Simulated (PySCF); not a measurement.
GeO3, SMILES [Ge]1([O][O]1)=[O].

Geometry optimised at PBE-D3(BJ)/def2-SVP.

The numbers are results of PBE/def2-TZVPD (PySCF), not measurements.

Symmetry labels are those of the subgroup C2v that the program uses (full group C2v).

Task: List the valence orbital energies around the gap with their symmetry. (Estimate from the structure and the level; the computed values follow.)

Result: 
```
orbital  symmetry  energy (eV)
-------  --------  -----------
HOMO−7         A1       -13.52
HOMO−6         A1       -11.65
HOMO−5         B1       -10.47
HOMO−4         A1       -10.37
HOMO−3         B2        -9.40
HOMO−2         B1        -8.40
HOMO−1         B2        -7.88
HOMO           A2        -7.26
LUMO           B2        -4.63
LUMO+1         A1        -4.27
LUMO+2         B1        -2.72
LUMO+3         B2        -1.16
```
